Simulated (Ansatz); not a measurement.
Basis-set extrapolation for C3H6SSi (`CC1[SiH2]C1=S`) (PBE0-D4/def2-TZVP geometry, frozen core, the Gaussian-basis code of Ansatz). Multiplicity 1, RHF reference.

|  | def2-TZVPP | def2-QZVPP |
| --- | --- | --- |
| HF | -803.535567 | -803.560930 |
| MP2 correlation | -0.791460 | -0.846226 |
| CCSD(T) correlation | -0.881223 | not run |

Energies in hartree. Use E(X) = E(∞) + A·exp(−7.88·√X) for Hartree–Fock and E(X) = E(∞) + B·X^(−2.97) for correlation, with X = 3 and 4, and add CCSD(T) minus MP2 of the smaller set to the MP2 limit.

**Question.** What is the CCSD(T) energy at the basis-set limit?

**Answer.** HF limit: -803.560930 + (-0.025363) × 0.13774 = -803.56442. MP2 limit: -0.846226 + (-0.054766) × 0.74074 = -0.88679. Higher-order term: -0.881223 − (-0.791460) = -0.08976. Total: -804.54097 hartree, 326.0 kJ/mol below CCSD(T)/def2-TZVPP.
